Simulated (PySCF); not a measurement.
Gas-phase reaction: GaH3.NH3 + Cl = GaCl + N + 6 H

Computed with PySCF (xtb for GFN2) and rigid-rotor harmonic-oscillator thermochemistry at 1 bar. † marks an energy on the PBE0/def2-TZVP geometry and frequencies; other levels use their own. MP2 freezes the core. Open shells (unrestricted): Cl (multiplicity 2, electronic degeneracy 6), N (multiplicity 4), H (multiplicity 2); the rest are closed-shell singlets. GFN2 has no spin-polarisation term. Spin-orbit splitting is ignored; it lowers the true energy and changes the entropy of Cl. Ga: all electrons, no relativistic terms. Adducts (GaH3.NH3) have no counterpoise correction, and HF, PBE, BLYP, B3LYP and PBE0 lack dispersion. GaH3.NH3: computed as isolated molecules; such fragments, hydroxides, amides, oligomers or adducts are transient or little studied in the gas. MP2 isn't extrapolated to the basis-set limit; its ΔH°(298 K) is 1457.5 kJ in def2-SVP and 1516.5 kJ in def2-TZVPP. The harmonic model lacks anharmonicity and excited electronic states, which grow with temperature; levels with a mode under 35 cm⁻¹ are left out. Soft modes under 120 cm⁻¹ make the harmonic entropy rough for GaH3.NH3.

| level | ΔE electronic, kJ | ΔH°(298 K), kJ | ΔS°(298 K), J/K | ΔG°(1600 K), kJ |
|---|---|---|---|---|
| BLYP/def2-TZVP† | 1665 | 1544 | 630 | 464 |
| GFN2-xTB | 2199 | 2090 | 627 | 1021 |
| HF/def2-TZVP† | 1193 | 1072 | 630 | -8 |
| MP2/def2-SVP† | 1579 | 1458 | 630 | 378 |
| PBE/def2-SVP | 1666 | 1550 | 629 | 473 |
| LDA/def2-TZVP† | 1894 | 1772 | 630 | 692 |
| ωB97M-V/def2-TZVP† | 1693 | 1572 | 630 | 492 |
| ωB97X-V/def2-TZVP† | 1706 | 1584 | 630 | 505 |
ΔH° is lowest at HF/def2-TZVP† and highest at GFN2-xTB. No reference value is set beside these.
